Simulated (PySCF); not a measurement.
Ge(Cl)2 anion (Cl₂Ge), SMILES [Cl][Ge][Cl] (connectivity only; charge and spin as stated), charge -1, multiplicity 2. Atoms are numbered in the order given.

```xyz
3

Ge     0.0000     0.0000     0.7907
Cl     0.0000    -1.7915    -0.7442
Cl     0.0000     1.7915    -0.7442
```
Charge -1, spin multiplicity 2.

Coordinates come from a r2SCAN-D4/def2-SVPD optimisation. The multiplicity is an assumed one; other spin states were not compared. The isomer is the one that the SMILES or the coordinates give; other isomers of the formula were not compared.

Computed with B3LYP/def2-TZVPD (PySCF).

Mulliken values depend strongly on the basis, most of all with diffuse functions as here. Atomic charges (e):

| atom | Mulliken | meta-Löwdin | Mulliken spin |
|---|---|---|---|
| Ge1 | 0.11 | (withheld) | 0.93 |
| Cl2 | -0.56 | (withheld) | 0.03 |
| Cl3 | -0.56 | (withheld) | 0.03 |

Problem. Complete the blanks. (An estimate is asked for; the answer gives what the named calculation found.)

Solution. 
- Ge1, meta-Löwdin: -0.02
- Cl2, meta-Löwdin: -0.49
- Cl3, meta-Löwdin: -0.49
